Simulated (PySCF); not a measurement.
**How methods differ on the excitation energy of Ge⁺**

Ge⁺ [Ar] 3d10 4s2 4p1 (2P) → Ge⁺ [Ar] 3d10 4s2 5s1 (2S), as a difference of total energies. Computed with PySCF 2.14 in x2c-TZVPPall with one added diffuse shell each of s, p, d type (7s6p5d1f, 57 functions), with the spin-free X2C one-electron Hamiltonian (Gaussian nucleus). Correlated levels: valence and next inner shell: [Ne] frozen. The calculations carry no spin-orbit coupling.

```json
{"method": "UHF", "excitation energy (eV)": "7.385", "error (eV)": "-0.206"}
{"method": "MP2 (valence and next inner shell)", "excitation energy (eV)": "7.503", "error (eV)": "-0.088"}
{"method": "SCS-MP2 (valence and next inner shell)", "excitation energy (eV)": "7.486", "error (eV)": "-0.105"}
{"method": "CCSD (valence and next inner shell)", "excitation energy (eV)": "7.522", "error (eV)": "-0.069"}
{"method": "CCSD(T) (valence and next inner shell)", "excitation energy (eV)": "7.519", "error (eV)": "-0.072"}
```

Reference: 7.591 eV (measured; NIST levels, between the centres of gravity of the two terms).

Errors of the correlated levels include the incompleteness of this basis and the frozen core.
